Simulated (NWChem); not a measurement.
System: AlI3; SMILES [I][Al]([I])[I]

Parts of the log:

```
             Northwest Computational Chemistry Package (NWChem) 7.3.0
             --------------------------------------------------------

 C3H symmetry detected

                             Geometry "geometry" -> ""
                             -------------------------

 Output coordinates in angstroms (scale by  1.889725989 to convert to a.u.)

  No.       Tag          Charge          X              Y              Z
 ---- ---------------- ---------- -------------- -------------- --------------
    1 Al                  13.0000     0.00000000     0.00000000     0.00000000
    2 I                   53.0000    -1.29765660     2.08432544     0.00000000
    3 I                   53.0000     2.45390708     0.08164086     0.00000000
    4 I                   53.0000    -1.15625048    -2.16596630     0.00000000

 Effective nuclear repulsion energy (a.u.)    1494.1083789597

      Symmetry information
      --------------------

 Group name             C3h
 Group number             22
 Group order               6
 No. of unique centers     2

                                 NWChem DFT Module
                                 -----------------

 Summary of "ao basis" -> "ao basis" (spherical)
 ------------------------------------------------------------------------------
       Tag                 Description            Shells   Functions and Types
 ---------------- ------------------------------  ------  ---------------------
 Al                         def2-svp                 8       18   4s3p1d
 I                          def2-svp                10       26   4s4p2d

      Symmetry analysis of basis
      --------------------------

        a'         23
        e'+        22
        e'-        22
        a"         11
        e"+         9
        e"-         9

  Rotation of axis

            General Information
            -------------------
          SCF calculation type: DFT
          Wavefunction type:  closed shell.
          No. of atoms     :     4
          No. of electrons :    88
           Alpha electrons :    44
            Beta electrons :    44
          Charge           :     0
          Spin multiplicity:     1
          Use of symmetry is: on ; symmetry adaption is: on
          Maximum number of iterations: 150
          AO basis - number of functions:    96
                     number of shells:    38
          Convergence on energy requested:  1.00D-06
          Convergence on density requested:  1.00D-05
          Convergence on gradient requested:  5.00D-04

              XC Information
              --------------
                         B3LYP Method XC Potential
                     Hartree-Fock (Exact) Exchange  0.200
                        Slater Exchange Functional  0.800 local
                    Becke 1988 Exchange Functional  0.720 non-local
              Lee-Yang-Parr Correlation Functional  0.810
                  VWN I RPA Correlation Functional  0.190 local

             Grid Information
             ----------------
          Grid used for XC integration:  medium
          Radial quadrature: Mura-Knowles
          Angular quadrature: Lebedev.
          Tag              B.-S. Rad. Rad. Pts. Rad. Cut. Ang. Pts.
          ---              ---------- --------- --------- ---------
          Al                  1.25       88           9.0       590
          I                   1.40      123          12.0       590
          Grid pruning is: on
          Number of quadrature shells:   211
          Spatial weights used:  Erf1

      Superposition of Atomic Density Guess
      -------------------------------------

 Sum of atomic energies:       -1283.17277684

      Non-variational initial energy
      ------------------------------

 Total energy =   -1132.407748
 1-e energy   =   -2774.889050
 2-e energy   =    1199.026487
 HOMO         =      -0.338827
 LUMO         =      -0.023890

      Symmetry analysis of molecular orbitals - initial
      -------------------------------------------------

  Numbering of irreducible representations:

     1 a'          2 e'+         3 e'-         4 a"          5 e"+
     6 e"-

  Orbital symmetries:

     1 a'          2 a'          3 e'+         4 e'+         5 a'
     6 e'+         7 e'+         8 a"          9 e'+        10 e'+
    11 e"+        12 e"+        13 a'         14 a'         15 e'+
    16 e'+        17 a"         18 a'         19 e'+        20 e'+
    21 a"         22 e'+        23 e'+        24 e"+        25 e"+
    26 a'         27 a'         28 e"+        29 e"+        30 e'+
    31 e'+        32 a"         33 a'         34 e'+        35 e'+
    36 a'         37 e'+        38 e'+        39 a"         40 e'+
    41 e'+        42 e"+        43 e"+        44 a'         45 a'
    46 a"         47 e'+        48 e'+        49 a'         50 e'+
    51 e'+        52 e'+        53 e'+        54 e"+

     ---------------------------------------------
      Total Density - Mulliken Population Analysis
     ---------------------------------------------

    Atom       Charge   Shell Charges
 -----------   ------   -------------------------------------------------------
    1 Al  13    11.83   2.00  1.99  0.82  0.09  5.93  0.51  0.37  0.13
    2 I   25    25.39   1.83  0.22  1.23  0.67  2.92  3.13  2.67  2.71  9.82  0.19
    3 I   25    25.39   1.83  0.22  1.23  0.67  2.92  3.13  2.67  2.71  9.82  0.19
    4 I   25    25.39   1.83  0.22  1.23  0.67  2.92  3.13  2.67  2.71  9.82  0.19

[...]
```

Level: B3LYP/def2-SVP with def2 effective core potentials on I. Coordinates come from a PBE0/def2-SVP optimisation. def2 effective core potentials on I; no spin-orbit coupling.

### Question
Reconstruct the input file.

### Answer
This is not unique; one that fits is the input that was run:
```
start job
memory heap 200 mb stack 900 mb global 1100 mb
geometry units angstroms noautoz
  Al     0.000000     0.000000     0.000000
  I     -1.729647     1.742598     0.000000
  I      2.373957     0.626619     0.000000
  I     -0.644311    -2.369217     0.000000
end
basis spherical
  * library def2-svp
end
ecp
  I library def2-ecp
end
dft
  xc b3lyp
  iterations 150
  mulliken
end
task dft energy
```
